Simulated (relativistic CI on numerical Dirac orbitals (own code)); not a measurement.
# Mo32+: sensitivity of the levels to the model

Base calculation: Dirac-Coulomb-Breit CI, KLI orbitals optimised for each configuration, a model potential for QED, unscaled Slater integrals.

Configuration list (outside the closed core 1s2): 2s2 2p6, 2s2 2p5 3s, 2s2 2p5 3p, 2s2 2p5 3d, 2s 2p6 3s, 2s 2p6 3p, 2s 2p6 3d, 2s2 2p5 4s, 2s2 2p5 4p, 2s2 2p5 4d, 2s2 2p5 4f, 2s 2p6 4s, 2s 2p6 4p, 2s 2p6 4d, 2s2 2p4 3s2, 2s 2p6 4f, 2s2 2p5 5s, 2s2 2p5 5p, 2s2 2p4 3s 3p, 2s2 2p5 5d, 2s2 2p5 5f, 2s2 2p5 5g, 2s2 2p4 3p2, 2s2 2p4 3s 3d, 2s2 2p4 3p 3d, 2s 2p5 3s2, 2s2 2p4 3d2, 2s 2p5 3s 3p, 2s 2p6 5s, 2s 2p6 5p, 2s 2p5 3p2, 2s 2p5 3s 3d, 2s 2p6 5d, 2s 2p6 5f, 2s 2p6 5g, 2s 2p5 3p 3d. Levels of other configurations are missing.

Variants: (1) P86 correlation estimate; (2) QED terms removed; (3) non-relativistic limit. Shifts of the energy above 2s2 2p6 1S_0, in eV, for the lowest level and the first level of each name with at least 55 % of one term (blank where a level changes its place among those of its configuration and J or its character, or is not in the variant):

```csv
Level,Base,Δ(1),Δ(2),Δ(3)
2s2 2p6 1S_0,0.00,0.00,0.00,0.00
2s2 2p5 3s 3P°_2,2376.12,+1.60,-0.50,+35.11
2s2 2p5 3s 1P°_1,2380.08,+1.60,-0.51,
2s2 2p5 3p 3D_3,2468.91,+1.75,+0.07,+3.44
2s2 2p5 3p 1P_1,2469.07,+1.75,+0.07,
2s2 2p5 3p 3P_2,2474.82,+1.75,+0.07,
2s2 2p5 3s 3P°_0,2485.54,+1.60,-0.72,-74.31
2s2 2p5 3s 3P°_1,2487.40,+1.60,-0.72,
2s2 2p5 3p 3P_0,2497.43,+1.75,+0.06,-19.11
2s2 2p5 3d 3P°_0,2547.22,+1.40,+0.13,+1.48
2s2 2p5 3d 3P°_1,2550.60,+1.40,+0.13,-1.90
2s2 2p5 3p 3D_1,2551.15,+1.75,-0.10,
2s2 2p5 3d 3F°_3,2554.55,+1.40,+0.12,-0.46
2s2 2p5 3d 3D°_2,2556.57,+1.40,+0.12,
2s2 2p5 3d 3F°_4,2557.68,+1.40,+0.11,-3.59
2s2 2p5 3d 1D°_2,2561.01,+1.40,+0.11,
2s2 2p5 3d 3D°_3,2565.57,+1.40,+0.11,
2s2 2p5 3p 1S_0,2576.30,+1.75,-0.08,-57.79
2s2 2p5 3d 3F°_2,2663.30,+1.40,-0.10,
2s 2p6 3s 3S_1,2711.08,+1.91,+1.70,-87.92
2s 2p6 3s 1S_0,2724.26,+1.92,+1.73,-89.23
2s 2p6 3p 3P°_0,2776.94,+2.05,+2.33,-92.02
```

At this charge energies of transitions that change n are usually good to better than 1 %, and those within a shell (Δn = 0) to a few per cent.

Ionisation energy from the two ground configurations alone: base 4253.23 eV; P86 correlation estimate 4255.16 eV. The NIST ASD value (semi-empirical) is 4259 eV.

LS names give the leading component of a level, which can be under half, so a name can repeat, a term be missing and a line seem to break the LS rules.
